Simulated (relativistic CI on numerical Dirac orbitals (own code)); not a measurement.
**Cd29+: sensitivity of the levels to the model**

Base calculation: Dirac-Coulomb-Breit CI, orbitals from a KLI potential per configuration, model QED, unscaled Slater integrals.

Configuration list (outside the closed core [Ne]): 3s2 3p6 3d, 3s2 3p5 3d2, 3s 3p6 3d2, 3s2 3p6 4s, 3s2 3p6 4p, 3s2 3p6 4d, 3s2 3p5 3d 4s, 3s2 3p6 4f, 3s2 3p5 3d 4p, 3s2 3p5 3d 4d, 3s 3p6 3d 4s, 3p6 3d2 4p, 3s2 3p5 3d 4f, 3s 3p6 3d 4p, 3s2 3p6 5s, 3s2 3p6 5p, 3s 3p6 3d 4d, 3s2 3p6 5d, 3s2 3p6 5f, 3s 3p6 3d 4f, 3s2 3p6 5g, 3p6 3d3, 3p5 3d4, 3p5 3d3 4s, 3p6 3d2 4s, 3p5 3d2 4s2, 3p6 3d2 4d, 3p5 3d3 4d, 3p5 3d2 4s 4d. Double excitations out of closed p, d and f shells are left out; levels of such configurations are missing from the list, as are those of other unlisted configurations, and high levels can miss mixing partners. These lack a partner that the ground configuration has and come out too high: 3s2 3p5 3d 4p, 3s2 3p5 3d 4f.

Variants: (1) P86 correlation estimate; (2) non-relativistic limit. Shifts of the energy above 3s2 3p6 3d 2D_3/2, in cm⁻¹, for the lowest level and the first level of each name with at least 55 % of one term (blank where a level changes its place among those of its configuration and J or its character, or is not in the variant):

```tsv
Level	Base	Δ(1)	Δ(2)
3s2 3p6 3d 2D_3/2	0	0	0
3s2 3p6 3d 2D_5/2	74700	0	-74700
3s2 3p5 3d2 4D°_1/2	1113487	+2397	-67800
3s2 3p5 3d2 4D°_3/2	1124165	+2397	-78477
3s2 3p5 3d2 4D°_7/2	1211100	+2398	
3s2 3p5 3d2 4G°_9/2	1213550	+2399	-113978
3s2 3p5 3d2 4G°_11/2	1240143	+2399	-140571
3s2 3p5 3d2 4F°_9/2	1307803	+2397	-172078
3s2 3p5 3d2 2H°_11/2	1326198	+2399	-120307
3s2 3p5 3d2 2P°_1/2	1375842	+2397	-191166
3s2 3p5 3d2 2G°_9/2	1386307	+2398	-191427
3s 3p6 3d2 4F_3/2	2431038	+4017	-438713
3s 3p6 3d2 4F_5/2	2455084	+4017	-462759
3s 3p6 3d2 4F_7/2	2497310	+4017	-504985
3s 3p6 3d2 4P_1/2	2533129	+4018	-471056
3s 3p6 3d2 4F_9/2	2537039	+4017	-544713
3s 3p6 3d2 4P_5/2	2554734	+4016	-492661
3s 3p6 3d2 4P_3/2	2559364	+4017	-497291
3s 3p6 3d2 2F_5/2	2608764	+4014	
3s 3p6 3d2 2D_3/2	2615776	+4016	-515373
3s 3p6 3d2 2G_7/2	2631083	+4016	-499101
3s 3p6 3d2 2G_9/2	2651555	+4016	-519573
```

At this charge energies of transitions that change n are usually good to better than 1 %, and those within a shell (Δn = 0) to a few per cent.

Ionisation energy from the two ground configurations alone: base 1634.7 eV; P86 correlation estimate 1636.39 eV. The NIST ASD value (theoretical) is 1635 eV.

LS names give the leading component of a level, which can be under half, so a name can repeat, a term be missing and a line seem to break the LS rules.
